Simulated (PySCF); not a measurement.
B3LYP has the VWN-RPA correlation part, as in Gaussian. 

**H$_{3}$Sn, SMILES `[SnH3]` (charge 0, multiplicity 2)**

These are B3LYP-D3(BJ)/def2-TZVP (PySCF) values and carry that method's errors.

```
Property                                               Result
-----------------------------  ------------------------------
highest occupied spin orbital                        -5.94 eV
dipole moment                                       0.084 e·Å
total energy                                     -216.1230 Ha
cost                           around 16 core-seconds (rough)
```

```xyz
4

Sn    -0.0011    -0.0005     0.4371
H     -0.4491     1.5594    -0.1450
H     -1.1252    -1.1687    -0.1499
H      1.5754    -0.3901    -0.1422
```
Charge 0, spin multiplicity 2.
